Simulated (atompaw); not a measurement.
# Reading a pseudo-wave (tungsten)

Columns: radius, all-electron u(r) and pseudo u(r) of the 5d shell (level -4.86 eV) of tungsten in the configuration [Xe] 4f14 5d4 6s1.75 6p0.25; PBE, scalar-relativistic, PAW (atompaw) scheme, atompaw 4.2.0.5.

| r (bohr) | all-electron | pseudo |
| --- | --- | --- |
| 0.115 | 0.2160 | 0.0004 |
| 0.231 | -0.0638 | 0.0036 |
| 0.346 | -0.3096 | 0.0117 |
| 0.462 | -0.2829 | 0.0270 |
| 0.577 | -0.1040 | 0.0504 |
| 0.692 | 0.1121 | 0.0827 |
| 0.808 | 0.3108 | 0.1240 |
| 0.923 | 0.4689 | 0.1726 |
| 1.038 | 0.5856 | 0.2270 |
| 1.154 | 0.6654 | 0.2854 |
| 1.269 | 0.7139 | 0.3443 |
| 1.385 | 0.7385 | 0.4017 |
| 1.500 | 0.7448 | 0.4540 |
| 1.615 | 0.7381 | 0.4992 |
| 1.731 | 0.7219 | 0.5357 |
| 1.846 | 0.6994 | 0.5617 |
| 1.962 | 0.6727 | 0.5770 |
| 2.077 | 0.6437 | 0.5815 |
| 2.192 | 0.6133 | 0.5764 |
| 2.308 | 0.5823 | 0.5628 |
| 2.423 | 0.5516 | 0.5429 |
| 2.538 | 0.5215 | 0.5184 |
| 2.654 | 0.4918 | 0.4913 |
| 2.769 | 0.4634 | 0.4635 |
| 2.885 | 0.4359 | 0.4359 |
| 3.000 | 0.4097 | 0.4097 |

How many radial nodes do the two functions have?

The all-electron 5d function has n − l − 1 = 2; the pseudo-wave has 0, since the states of the same l below it are removed with the core.

Is the pseudo-wave norm-conserving?

No, it belongs to a PAW set: the norm inside the radius is not constrained, and the difference is carried by the augmentation charge.
